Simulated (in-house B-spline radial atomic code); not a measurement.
A run on the molybdenum ion Mo⁴⁺ that did not converge. Method: scalar-relativistic (X2C) wB97X, spin-polarised, spherical fractional occupations, Fermi nucleus of rms radius 4.4091 fm; computed with an all-electron radial atomic-structure program (B-spline basis).

Command:
```bash
python run_scf.py task.json out
```
Settings (nuclear radius in fm, mass in u):
```
Z                42
configuration    [Kr] 4d2
hamiltonian      x2c
method           wb97x
spin_polarised   True
nucleus          fermi
rms_radius       4.4091
atomic_mass      97.9054
speed_of_light   137.035999084
```

First and last ten iterations of the last attempt (damped for 15 steps, keeping 80 % of the old Fock matrix, then DIIS):
```
 iter        energy (Eh)    residual
    1       -4039.308630    4.92e-01
    2       -4043.669995    2.39e-01
    3       -4044.341256    1.57e-01
    4       -4044.667565    1.11e-01
    5       -4044.825556    7.94e-02
    6       -4044.902025    5.69e-02
    7       -4044.939149    4.10e-02
    8       -4044.957281    2.97e-02
    9       -4044.966215    2.16e-02
   10       -4044.970668    1.58e-02
  111       -4044.975386    3.32e-06
  112       -4044.975386    3.34e-06
  113       -4044.975386    3.32e-06
  114       -4044.975386    2.12e-06
  115       -4044.975386    1.87e-06
  116       -4044.975386    2.60e-06
  117       -4044.975386    3.19e-06
  118       -4044.975386    1.61e-06
  119       -4044.975386    2.41e-06
  120       -4044.975386    2.06e-06
 not converged after 120 iterations
```

The smallest residual met was 7.3e-07; the threshold is about 4e-07. Over the last five steps the energy moves by less than 1e-08 hartree, but the orbitals didn't meet the threshold. Run time, properties included: 20 s on 1 thread of Arm Neoverse N1, with other jobs on the host.
